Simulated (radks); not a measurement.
All-electron atom: Co+ in [Ar] 3d6 4s1 4p1 (not the ground configuration). Calculated with a radial shooting solver on a logarithmic mesh with Libxc functionals: non-relativistic Kohn-Sham, BLYP, spin-polarised, spherical densities, point nucleus; open shells are filled with parallel spins first.

Unscreened Slater integrals over Kohn-Sham orbitals (cm^-1). They are taken over the spin-up orbitals.

integral,value
"F0(4p,4p)",66807
"F2(4p,4p)",35173
"F0(4p,4s)",72799
"G1(4p,4s)",47761
"F0(4p,3d)",86280
"F2(4p,3d)",18405
"G1(4p,3d)",7438.7
"G3(4p,3d)",6300.4
"F0(4p,3p)",87406
"F2(4p,3p)",15364
"G0(4p,3p)",3762.4
"G2(4p,3p)",4304.0
"F0(4s,4s)",81121
"F0(4s,3d)",102410
"G2(4s,3d)",11355
"F0(4s,3p)",104190
"G1(4s,3p)",6538.4
"F0(3d,3d)",213420
"F2(3d,3d)",98872
"F4(3d,3d)",61541
"F0(3d,3p)",227580
"F2(3d,3p)",107670
"G1(3d,3p)",132890
"G3(3d,3p)",80808
"F0(3p,3p)",245390
"F2(3p,3p)",122790

Derived for the open shells (J is the average intra-shell exchange parameter used in DFT+U). 3d: Racah B = F2/49 - 5 F4/441 = 1320 cm^-1, C = 35 F4/441 = 4884 cm^-1, C/B = 3.70, F4/F2 = 0.622, J = (F2 + F4)/14 = 11460 cm^-1. 4p: J = F2/5 = 7035 cm^-1.
